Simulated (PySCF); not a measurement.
What PySCF settings do for BeSe

Base input, run as `python input.py` with PySCF 2.14:

```python
from pyscf import gto, scf

mol = gto.M(
    atom='Be 0 0 0; Se 0 0 1.93',
    basis='ano-rcc-vdzp',
    charge=0,
    spin=0,
    verbose=4,
)
mf = scf.RHF(mol)
mf = mf.sfx2c1e()
mf.kernel()
mf.dip_moment()
print('orbital energies (hartree):', mf.mo_energy[..., max(0, mol.nelec[1]-3):mol.nelec[0]+3].round(4))
```

Base result: E(SCF) = -2442.700665 Eh, 9 cycles, μz(SCF) = -5.98 D. Stability towards an unrestricted solution was not tested. The bond length is a typed value, not an optimised one.

Wall time 2.8 s on one thread of a shared host.

Each row names what differs from the base; energies in brackets are changes from the base.

| change | result |
| --- | --- |
| step after the SCF: none → eomip; frozen orbitals: default → 9; number of roots: default → 5 | E(SCF) = -2442.700665 Eh (+0.0000 eV), 9 cycles, E(CCSD) − E(SCF) = -0.18087 Eh, μz(SCF) = -5.98 D, ionisation roots 8.569, 8.569, 10.876, 15.334, 15.455 eV |
| electric field along z (a.u.): none → 0.01 | E(SCF) = -2442.680555 Eh (+0.5472 eV), 10 cycles, μz(SCF) = -4.21 D |
| geometry: bond 1.93 → bond 1.698 | E(SCF) = -2442.685062 Eh (+0.4246 eV), 9 cycles, μz(SCF) = -5.18 D |
| geometry: bond 1.93 → bond 1.795 | E(SCF) = -2442.698984 Eh (+0.0457 eV), 9 cycles, μz(SCF) = -5.55 D |
| geometry: bond 1.93 → bond 1.872 | E(SCF) = -2442.701882 Eh (-0.0331 eV), 9 cycles, μz(SCF) = -5.81 D |
| basis set: ano-rcc-vdzp → x2c-svpall | E(SCF) = -2442.254817 Eh (+12.1322 eV), 10 cycles, μz(SCF) = -5.91 D |
| spin (2S): 0 → 1 [unsound on purpose] [runs as restricted open-shell] | stops with RuntimeError (Electron number 38 and spin 1 are not consistent) |
| electric field along z (a.u.): none → -0.01 | E(SCF) = -2442.727430 Eh (-0.7283 eV), 9 cycles, μz(SCF) = -7.60 D |
| SCF type: RHF → ROHF | E(SCF) = -2442.700665 Eh (+0.0000 eV), 9 cycles, μz(SCF) = -5.98 D |
| functional: none (Hartree–Fock) → b3lyp; SCF type: RHF → RKS; step after the SCF: none → analyze | E(SCF) = -2444.650844 Eh, 10 cycles, μz(SCF) = -4.65 D |
| geometry: bond 1.93 → bond 2.162 | E(SCF) = -2442.679722 Eh (+0.5699 eV), 10 cycles, μz(SCF) = -6.37 D |
| functional: none (Hartree–Fock) → pbe; SCF type: RHF → RKS; step after the SCF: none → analyze | E(SCF) = -2444.245703 Eh, 10 cycles, μz(SCF) = -4.29 D |
| cycle limit: 50 → 8 | not converged: SCF after 8 cycles |
| spin (2S): 0 → 40 [unsound on purpose] [runs as restricted open-shell] | stops with AssertionError |
| basis set: ano-rcc-vdzp → lanl2dz; core potential: off → on; spin-free X2C: on → off | E(SCF) = -23.609704 Eh, 10 cycles, μz(SCF) = -6.20 D |
| step after the SCF: none → ccsd(t); frozen orbitals: default → 9 | E(SCF) = -2442.700665 Eh (+0.0000 eV), 9 cycles, E(CCSD) − E(SCF) = -0.18087 Eh, (T) = -0.01018 Eh, μz(SCF) = -5.98 D |
| charge: 0 → -1; spin (2S): 0 → 1; SCF type: RHF → UHF [another spin of the ion may lie lower] [no diffuse functions for the anion] | E(SCF) = -2442.784686 Eh (-2.2863 eV), 13 cycles, ⟨S²⟩ = 0.761 |

Order these changes by how far they move the SCF energy from the base, largest first: (1) electric field along z (a.u.): none → -0.01; (2) electric field along z (a.u.): none → 0.01; (3) geometry: bond 1.93 → bond 1.698; (4) geometry: bond 1.93 → bond 2.162.

(1) -0.7283 eV, (4) +0.5699 eV, (2) +0.5472 eV, (3) +0.4246 eV.
